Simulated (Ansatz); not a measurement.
Coupled-cluster diagnostics for SnSe2, Ansatz.

Geometry of the singlet (PBE-D4/def2-TZVP):

```
atom    x (Å)    y (Å)    z (Å)
 Sn1   0.6927   0.7238  -1.1117
 Se2   0.5564  -1.1958   0.5755
 Se3  -1.2492   0.4719   0.5362
```

In the def2 sets Sn takes a core potential; there is no spin–orbit coupling. Correlated methods freeze 22 core orbitals; core or outer-core shells of Sn, Se are correlated, in sets that lack core-valence functions. The structure comes from a short search, and lower isomers may exist.

**Question.** Estimate the CCSD(T) correlation energy, the shares of MP2 and (T), T1 and the reference's ⟨S²⟩ for: charge 0, singlet, own geometry in def2-TZVPP; and the rough time on 4 threads of Arm Neoverse V1 on a shared host.

**Answer.** 
| state | basis | correlation (eV) | MP2 share (%) | (T) share (%) | T1 | ⟨S²⟩ (pure) | wall time |
| --- | --- | --- | --- | --- | --- | --- | --- |
| charge 0, singlet, own geometry | def2-TZVPP | -23.345 | 97.1 | 4.2 | 0.015 | 0.00 (0.00) | 14 s |
Customary marks for T1 are 0.02 (closed shells), 0.045 (open shells) and about 0.05 (3d metals). T1 stays under 0.02 throughout.
